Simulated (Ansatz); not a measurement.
Input file for Ansatz (a program for electronic structure): R-wB97X-V/def2-TZVPPD on H2O (SMILES O). The basis file is the Basis Set Exchange's JSON of that set.

Ansatz 0.2 input:
```yaml
crystal:
  periodic: [false, false, false]
  atoms:
    - {symbol: O, position_ang: [-0.00000000, 0.00000000, 0.38961139]}
    - {symbol: H, position_ang: [0.00000000, 0.76498632, -0.19485569]}
    - {symbol: H, position_ang: [0.00000000, -0.76498632, -0.19485569]}
basis:
  gaussian:
    orbitals: def2-TZVPPD.json
hamiltonian:
  xc: {name: wB97X-V}
scf: {lower_state_search: off}
```

The log:

```
WARN ansatz: RAYON_NUM_THREADS=4 ignored (pool sized by the plan → 4); use --threads N
Functional definition: wB97X-V
these checks for a lower state are left out or cut short: stability, starts, cluster_reference, orbital_swaps, neighbouring_geometries, increment
integrals: 0.01 GiB planned
302 factors; their error is unknown
integrals: 0.05 GiB planned
104 factors; integrals over basis functions are off by at most 2.9e-5 eV
mean field: 0.18 GiB planned
mean field evaluation 1: about -2076.8924 eV, gradient 4.4e1 eV
mean field evaluation 2: about -2076.3867 eV, gradient 4.9e1 eV
mean field evaluation 4: about -2079.9556 eV, gradient 2.8e-1 eV
mean field evaluation 8: about -2079.9594 eV, gradient 2.2e-2 eV
mean field -2079.95942912 eV, -76.4370991730 hartree, gradient 7.5e-6 eV, S^2 0.000000; 0 other end points of the search recorded, 0 dependent functions left out
reference -2079.95942720 eV, -76.4370991025 hartree; 5, 5 occupied and 69, 69 virtual orbitals, 302 factors
Total energy: -2079.95942720 eV, -76.4370991025 hartree
Checks for a lower state left out: stability, starts, cluster_reference, orbital_swaps, neighbouring_geometries, increment
```

Self-consistency was reached.

Cost: roughly 0.9 core-seconds.
